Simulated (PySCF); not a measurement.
A PySCF script (with the pyscf-properties extension) for the NMR shieldings of SMILES FC(F)[C@H]1CC(=S)CCS1, C₆H₈F₂S₂, on a GFN2-xTB geometry:

```python
import basis_set_exchange as bse
import numpy as np
from pyscf import gto, dft
from pyscf.prop import nmr

atoms = """
F     2.908966    0.115016    0.902976
C     1.916424    0.683696    0.176230
F     1.152491    1.366233    1.056796
C     1.138636   -0.398625   -0.570910
C     0.321687   -1.296722    0.365998
C    -0.891448   -0.639964    0.948578
S    -1.171731   -0.651123    2.544832
C    -1.860108   -0.030472   -0.013048
C    -1.207304    1.038521   -0.885176
S     0.125240    0.328471   -1.899114
H     2.374457    1.412750   -0.510398
H     1.887400   -1.002081   -1.092696
H    -0.004946   -2.168295   -0.211428
H     0.970997   -1.643041    1.174214
H    -2.258002   -0.817166   -0.662726
H    -2.688399    0.415046    0.541012
H    -0.800235    1.846874   -0.279891
H    -1.922884    1.447201   -1.596905
"""
names = dict.fromkeys(["F", "C", "S", "H"], "pcSseg-1")
basis = {el: gto.basis.parse(bse.get_basis(n, elements=[el], fmt="nwchem")) for el, n in names.items()}
mol = gto.M(atom=atoms, basis=basis, charge=0, verbose=0)
mf = dft.RKS(mol, xc="PBE0")
mf.grids.level = 2
mf.grids.alignment = dft.numint.BLKSIZE   # the property module wants whole blocks of grid points
mf.conv_tol = 1e-9
mf.kernel()

calc = nmr.RKS(mf)   # GIAO
C = mf.mo_coeff
Co = C[:, mf.mo_occ > 0]
resp = mf.gen_response(singlet=True, hermi=2)
def vind(x):   # induced exchange potential for any number of trial vectors
    d = np.einsum("pi,xij,qj->xpq", C, 2 * x.reshape(-1, C.shape[1], Co.shape[1]), Co, optimize=True)
    return np.einsum("xpq,pi,qj->xij", resp(d - d.transpose(0, 2, 1)), C, Co, optimize=True).ravel()
mo1, _ = nmr.rhf.solve_mo1(calc, with_cphf=vind)
sigma = calc.kernel(mo1)
for i, s in enumerate(sigma):   # ppm
    w = np.linalg.eigvalsh((s + s.T) / 2)
    print("%2d %-2s iso %8.1f  s11 %8.1f  s22 %8.1f  s33 %8.1f" % (i, mol.atom_pure_symbol(i), w.mean(), *w))
```

**Question.** Give the expected output.

**Answer.** 
```
 0 F  iso    290.2  s11    180.1  s22    326.9  s33    363.5
 1 C  iso     60.4  s11     47.1  s22     62.8  s33     71.2
 2 F  iso    302.7  s11    216.9  s22    309.0  s33    382.1
 3 C  iso    132.9  s11    119.1  s22    136.0  s33    143.4
 4 C  iso    135.6  s11    122.7  s22    130.4  s33    153.5
 5 C  iso    -86.7  s11   -261.0  s22   -153.5  s33    154.4
 6 S  iso   -549.6  s11  -1773.3  s22   -384.5  s33    509.0
 7 C  iso    130.6  s11    121.3  s22    126.9  s33    143.6
 8 C  iso    150.3  s11    131.1  s22    153.8  s33    166.0
 9 S  iso    503.5  s11    393.0  s22    504.7  s33    612.9
10 H  iso     25.3  s11     21.8  s22     25.2  s33     29.0
11 H  iso     28.7  s11     24.2  s22     27.3  s33     34.6
12 H  iso     28.4  s11     25.2  s22     26.7  s33     33.3
13 H  iso     27.5  s11     24.1  s22     26.8  s33     31.6
14 H  iso     28.5  s11     25.5  s22     26.9  s33     33.0
15 H  iso     28.0  s11     23.8  s22     27.1  s33     33.0
16 H  iso     28.3  s11     24.0  s22     27.3  s33     33.5
17 H  iso     29.1  s11     23.3  s22     27.2  s33     36.8
```

These numbers come from an equivalent density-fitted implementation of the same equations, which agrees with the script to about 0.01 ppm for H and up to a few tenths of a ppm for heavy atoms, so last digits may differ.

**Question.** Turn these shieldings into chemical shifts. References, each an isolated molecule treated in the same way: ¹⁹F (170.95 ppm) vs CFCl3; TMS for ¹³C (186.93 ppm) and ¹H (31.72 ppm); CS2 for ³³S (503.73 ppm).

**Answer.** Averaging equivalent atoms: F 0: -119.2; F 2: -131.7; C 5: 273.6; C 1: 126.5; C 7: 56.3; C 3: 54.1; C 4: 51.4; C 8: 36.6; S 6: 1053; S 9: 0; H 10: 6.42; H 13: 4.21; H 15: 3.75; H 16: 3.46; H 12: 3.31; H 14: 3.26; H 11: 3.02; H 17: 2.63 ppm. Unscaled 19F shifts against computed CFCl3 carry errors that often reach 10 to 50 ppm.

Size and cost of the density-fitted run: 224 basis functions, 89 s wall time on 1 thread of an Intel Xeon, shared host; peak memory 1.1 GiB.
